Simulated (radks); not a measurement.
Problem. Species: Ir1.25+. Configuration: [Xe] 4f14 6s2 5d(up 4.25, down 1.5) (fractional occupations, a model configuration). All-electron calculation, scalar-relativistic Kohn-Sham, PBE, spin-polarised, spherical densities, point nucleus. Program: a radial shooting solver on a logarithmic mesh with Libxc functionals. Some entries of the table are withheld. Estimate them.

| orbital | occ. | eigenvalue (eV) | <r^2> (bohr^2) | r(max) (bohr) |
|---|---|---|---|---|
| 1s down | 1 | -76153.46 | 0.0004193 | 0.01082 |
| 1s up | 1 | -76153.46 | 0.0004193 | 0.01082 |
| 2s up | 1 | -13333.92 | 0.006415 | 0.06228 |
| 2s down | 1 | -13333.74 | 0.006415 | 0.06228 |
| 2p up | 3 | -11584.10 | 0.005363 | 0.05138 |
| 2p down | 3 | -11583.95 | 0.005363 | 0.05138 |
| 3s up | 1 | -3130.004 | 0.04147 | 0.1756 |
| 3s down | 1 | -3129.940 | 0.04147 | 0.1756 |
| 3p up | 3 | -2618.455 | 0.04244 | 0.1745 |
| 3p down | 3 | -2618.382 | 0.04244 | 0.1745 |
| 3d up | 5 | -2055.948 | 0.03516 | 0.1421 |
| 3d down | 5 | -2055.818 | 0.03516 | 0.1421 |
| 4s up | 1 | -679.3926 | 0.2022 | 0.3972 |
| 4s down | 1 | -679.2175 | 0.2022 | 0.3972 |
| 4p up | 3 | -511.6501 | 0.2308 | 0.4174 |
| 4p down | 3 | -511.4877 | 0.2307 | 0.4175 |
| 4d up | 5 | -305.7984 | 0.2648 | 0.4262 |
| 4d down | 5 | -305.6088 | 0.2646 | 0.4263 |
| 5s up | 1 | -113.1838 | 1.071 | 0.8911 |
| 5s down | 1 | -111.8038 | 1.063 | 0.8886 |
| 4f up | 7 | -77.0440 | 0.3516 | 0.3951 |
| 4f down | 7 | -76.7369 | 0.3488 | 0.3950 |
| 5p up | 3 | -69.8207 | 1.439 | 1.003 |
| 5p down | 3 | -68.0911 | 1.430 | 0.9990 |
| 5d up | 4.25 | (1) | 2.956 | 1.279 |
| 5d down | 1.5 | (2) | 3.062 | 1.276 |
| 6s up | 1 | -17.3537 | 7.331 | 2.238 |
| 6s down | 1 | -16.3364 | 7.710 | 2.279 |

Solution. 
(1) 5d up eigenvalue (eV): -21.1858
(2) 5d down eigenvalue (eV): -19.2989
